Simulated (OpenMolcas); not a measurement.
An atom or ion with 38 electrons was computed by SS-CASPT2, IPEA 0.25 Eh, imaginary shift 0.1 Eh with spin-orbit coupling (OpenMolcas, ANO-RCC-VTZP, DKH2). The lowest levels that the run gave, each within 12 % of the measured value where one is at hand:

| J | Parity | E (cm-1) | g |
| --- | --- | --- | --- |
| 2 | even | 0.0 | 0.672 |
| 3 | even | 1527 | 1.084 |
| 4 | even | 3260 | 1.250 |
| 2 | even | 10070 | 1.062 |
| 0 | even | 11770 |  |
| 1 | even | 12400 | 1.501 |
| 2 | even | 13800 | 1.433 |
| 4 | even | 16960 | 1.001 |
| 0 | even | 38080 |  |

**Question.** Which ion is it, and what are the configurations and terms?

**Answer.** Mo V (Z = 42, charge +4; active space 2 electrons in 5 orbitals (4d)). J, parity and g give the terms where levels are pure, and mixed ones are named by the computed weights; the size of the splittings, set against known spectra of the 38-electron sequence, gives the charge. In order, with the measured energies in cm-1 (Sugar and Musgrove, J. Phys. Chem. Ref. Data 17, 155 (1988)): 4d2 3F2, 4d2 3F3 (1578), 4d2 3F4 (3357), 4d2 1D2 (10190), 4d2 3P0 (11161), 4d2 3P1 (11807), 4d2 3P2 (13408), 4d2 1G4 (16354), 4d2 1S0 (37738).

CASPT2 breaks the degeneracy within a term, and the mean is taken; among the terms shown or strongly mixed into the levels shown the widest spread is 610 cm-1 (4d2 1G). Measured partners are found by configuration, term and J. A level has none where our copy of the source lacks it or the pairing is in doubt (some pairs that miss far off the trend of their configuration count as doubtful), and it then counts in no deviation. Only configurations of the active space appear.
